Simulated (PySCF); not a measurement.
These are PBE-D3(BJ)/def2-TZVP // PBE0-D4/def2-TZVP run with PySCF values and carry that method's errors. All species are isolated molecules in the gas phase. One relaxed conformer stands for a flexible species; it need not be the lowest. Excitations are Tamm–Dancoff values on a coarser integration grid. The basis has no diffuse functions, so Rydberg states are missing or too high.

Reference species (SMILES): `C[Si@@H](N)[SiH3]` (neutral, multiplicity 1).

```yaml
HOMO: -5.79 eV
T1 excitation (TDA): 4.91 eV
```

Changed species: `CN([SiH3])[SiH3]`.

Question: What does the change do to the HOMO and T1 excitation (TDA)?

Answer: the HOMO stays essentially unchanged; the T1 excitation (TDA) decreases by 0.02 eV, to 4.89 eV.
